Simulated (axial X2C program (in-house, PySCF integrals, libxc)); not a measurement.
Testing model relations on NdF

A bond curve at the PBE50 level, two-component, was computed with an in-house relativistic program for diatomic molecules (basis Nd dyall-cv3z [13s14p9d8f3g], F dyall-av3z [7s6p3d2f] (cores contracted in-house)) for the state Ω = 5/2 (⟨Sz⟩ = -2.48, ⟨Lz⟩ = 4.98 at PBE50). Its fit gives Re = 2.0786 Å, ωe = 503.2 cm⁻¹, ωexe = 2.04 cm⁻¹ and αe = 1.280e-03 cm⁻¹; the masses are 141.9077 and 18.9984 u. Two-component means X2C with spin–orbit coupling and atomic mean-field Coulomb and Gaunt terms.

Task: Find the reduced mass, Be and the force constant.

Result: From the PBE50 values: μ = 16.7552 u. Be = 16.8576/(μ Re²) = 0.2329 cm⁻¹. k = 5.8918×10⁻⁷ μ ωe² = 2.5 mdyn/Å.

Task: Where do the fundamental and the first overtone lie?

Result: ν(1←0) = ωe − 2ωexe = 499.1 cm⁻¹; ν(2←0) = 2ωe − 6ωexe = 994.2 cm⁻¹.

Task: The dipole moment p changes by 6.35 D/Å at Re. What harmonic infrared intensity follows?

Result: I = 42.256 × (dp/dR)²/μ = 100 km/mol.

Task: Estimate the centrifugal constant by the Kratzer relation.

Result: D = 4Be³/ωe² = 1.99e-07 cm⁻¹.

Task: A Morse curve ties αe to the other constants (Pekeris). How well does that hold?

Result: αe(Morse) = 6Be²/ωe × (√(ωexe/Be) − 1) = 1.267e-03 cm⁻¹; the PBE50 curve gives 1.280e-03 cm⁻¹, a ratio of 0.99.

Occupations by symmetry block were frozen at the best pattern of an incomplete PBE0 search. Density functionals use the spin component along the axis (collinear). Without a current term, density functionals place determinants with orbital angular momentum somewhat too high. With several unpaired electrons one determinant need not be a pure state. A state of lower Ω lies just above, and one determinant can place such states too high, so the state shown need not be the lowest. The search has Ω = 1/2 only 0.06 eV up. The lowest spin-free determinant has another configuration (M_S = 5/2, Λ = 3), so the order of states is uncertain and this need not be the ground state.
